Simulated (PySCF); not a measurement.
Excitations are Tamm–Dancoff values on a coarser integration grid. The basis has no diffuse functions, so Rydberg states are missing or too high.

Cartesian coordinates (Å):
SMILES: [Br][Al]([Br])[Br]
```xyz
4

Br    -1.8710    -1.2199    -0.1502
Al    -0.0001     0.0000    -0.0002
Br     1.9884    -1.0155     0.1621
Br    -0.1173     2.2355    -0.0117
```
Charge 0, spin multiplicity 1.

Give the LUMO, dipole moment, S1 excitation (TDA), total energy, HOMO, T1 excitation (TDA), HOMO–LUMO gap and S1–T1 gap (TDA) at the level PBE-D3(BJ)/def2-TZVP // B3LYP-D3(BJ)/def2-TZVP in PySCF 2.14.0.


```
Property                     Value
-------------------  -------------
LUMO                      -2.45 eV
dipole moment               0.00 D
S1 excitation (TDA)        5.04 eV
total energy         -7963.8202 Ha
HOMO                      -7.36 eV
T1 excitation (TDA)        4.80 eV
HOMO–LUMO gap              4.92 eV
S1–T1 gap (TDA)            0.24 eV
```
